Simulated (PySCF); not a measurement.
dialuminium oxide (Al2O), SMILES [Al][O][Al] (connectivity only; charge and spin as stated), neutral, multiplicity 1. Coordinates come from a r2SCAN-D4/def2-TZVP optimisation.

PySCF with TDA-B3LYP/def2-TZVPD puts the lowest singlet excitations at 4.27, 4.27, 4.41, 4.41, 5.54, 5.54 eV.

What are the lowest excitation roots from ADC(2)/aug-cc-pVDZ (PySCF 2.14.0)? (Estimate from the structure and the level; the computed values follow.)

4.73, 4.73, 4.78, 4.78, 5.63, 5.93 eV. S1 differs by 0.46 eV (second minus first; roots are paired by order, and the bases may differ).
